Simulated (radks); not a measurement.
Question: Neutral rhenium, [Xe] 4f14 5d5 6s2. Method: non-relativistic Kohn-Sham, PBE, spin-polarised, spherical densities, point nucleus; computed with a radial shooting solver on a logarithmic mesh with Libxc functionals. Every spin shell is full or empty, so the densities are truly spherical. Functionals are evaluated on that one density, not self-consistently. Rank these orbital-free kinetic functionals by their error against the exact value of the orbitals, and give that value: Thomas-Fermi, von Weizsacker, TF + vW, TF + vW/9, LC94, APBEK, revAPBEK, Perdew 92, Thakkar, Pearson, LKT, DePristo-Kress, Ernzerhof.

Answer: Exact: 15784.2 hartree. From best to worst, with 100 (|E| - |E exact|)/|E exact| (equal figures are ties): LC94 -0.01, APBEK +0.02, revAPBEK +0.16, DePristo-Kress -0.23, Ernzerhof -0.51, Perdew 92 -0.72, TF + vW/9 -0.72, Thakkar -0.79, Pearson -0.89, Thomas-Fermi -4.75, LKT +16.29, TF + vW +31.46, von Weizsacker -63.79.
